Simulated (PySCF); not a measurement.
Species: C₆H₉F₂N.
Numbering: `[CH3:1][C@@H:2]1[CH2:3][N:4]=[C:5]([CH:6]([F:7])[F:8])[CH2:9]1` (hydrogens: H10, H11, H12 on C1; H13 on C2; H14, H15 on C3; H16 on C6; H17, H18 on C9)

Geometry (PBE0-D3(BJ)/def2-SVP, Å), atoms numbered from 1 in this order:
```
atom  x, y, z in Å
C1    -2.0584    0.7602    0.0739
C2    -1.2349   -0.4896   -0.2079
C3    -0.6821   -1.1094    1.0956
N4     0.6746   -0.6097    1.2645
C5     1.0488   -0.1044    0.1610
C6     2.4227    0.4704    0.0058
F7     3.0680   -0.1676   -0.9983
F8     2.3340    1.7764   -0.3397
C9     0.0584   -0.1549   -0.9696
H10   -2.9582    0.5208    0.6614
H11   -1.4695    1.4956    0.6463
H12   -2.3839    1.2442   -0.8596
H13   -1.8500   -1.2149   -0.7620
H14   -0.6325   -2.2122    1.0514
H15   -1.2893   -0.8630    1.9817
H16    3.0061    0.3771    0.9356
H17    0.3615   -0.9438   -1.6797
H18    0.0140    0.7878   -1.5365
```

Method: PySCF, TDDFT PBE0/def2-SVPD, vertical, gas phase, core orbitals frozen in the response.

Lowest singlets, with some entries withheld (?).

```csv
state,E (eV),f,"main configurations (H = HOMO, L = LUMO)"
S1,5.29,0.0012,H→L (99%)
S2,7.00,0.149,H-1→L (91%)
S3,7.24,0.0040,H-2→L (94%)
S4,?,0.015,H→L+1 (97%)
S5,?,0.0045,H-3→L (96%)
S6,?,0.017,H-1→L+1 (96%)
```

Q: Supply the missing values.

A: 
- S4: E = 7.46 eV
- S5: E = 7.77 eV
- S6: E = 7.93 eV

Q: How far apart are S2 and S5, in eV and cm⁻¹?

A: 7.768 − 7.003 = 0.765 eV, or about 6170 cm⁻¹.

Q: What is the mean static polarisability from the same response equations?

A: 77.3 au (11.45 Å³), with principal values 67.0, 76.4 and 88.4 au.

The run took about 3 min of CPU time (grids of density and orbitals included) (one thread, shared machine).

One conformer stands for the species.
